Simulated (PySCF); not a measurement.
Working out the ionisation energy of Ar⁺

Ar⁺ [Ne] 3s2 3p5 (2P) → Ar²⁺ [Ne] 3s2 3p4 (3P). All numbers are calculated (PySCF 2.14, the non-relativistic Hamiltonian (point nucleus), in aug-cc-pV(D+d)Z). Frozen: [Ne]. Energies in hartree (1 hartree = 27.21139 eV):

| part | Ar⁺ (lower) | Ar²⁺ (upper) |
| --- | --- | --- |
| UHF | -526.261706 | -525.291650 |
| CCSD correlation | -0.143165 | -0.118283 |
| (T) | -0.002075 | -0.001511 |

Question: What does Hartree-Fock give?

Answer: (-525.291650) − (-526.261706) = 0.970056 hartree = 26.397 eV.

Question: What do CCSD and CCSD(T) give?

Answer: The CCSD correlation energies differ by 0.024882 hartree = 0.677 eV and the triples by 0.000564 hartree = 0.015 eV, so CCSD gives 27.074 eV and CCSD(T) 27.089 eV.

Reference: 27.630 eV (measured; NIST Atomic Spectra Database, ionization energies), between the lowest levels; spin-orbit coupling is absent from the calculation.

What remains against the reference includes basis incompleteness, the frozen core and higher excitations.
